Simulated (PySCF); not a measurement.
F2GeH4Si. Atoms are numbered in the order given.

```xyz
8

Si    -1.0429     0.3849     0.0000
F     -1.7017    -0.3191     1.3008
F     -1.7017    -0.3191    -1.3008
Ge     1.2902    -0.0339     0.0000
H     -1.4567     1.8118     0.0000
H      1.9299     0.5893    -1.2520
H      1.9299     0.5893     1.2520
H      1.5432    -1.5494     0.0000
```
Charge 0, spin multiplicity 1.

Coordinates come from a PBE0-D3(BJ)/def2-SVP optimisation. This is a generated structure with no PubChem entry under its InChIKey; it may be hypothetical.

Method: M06-2X/def2-TZVP (PySCF).

The molecule is in vacuum.

```
Property                                                                                                        Value
---------------------------------------------------------------------------------------------  ----------------------
total energy                                                                                      -2568.71913 hartree
point group                                                                                                        Cs
highest occupied level                                                                                       -9.70 eV
lowest empty level                                                                                            0.46 eV
orbital gap                                                                                                  10.16 eV
dipole moment                                                                                                  1.90 D
quadrupole, principal values (traceless, Buckingham form, about the centre of nuclear charge)  -2.85, -2.00, 4.86 D·Å
mean static polarisability                                                                       55.6 bohr³ (8.24 Å³)
polarisability, principal values                                                               50.6, 51.4, 64.8 bohr³
```
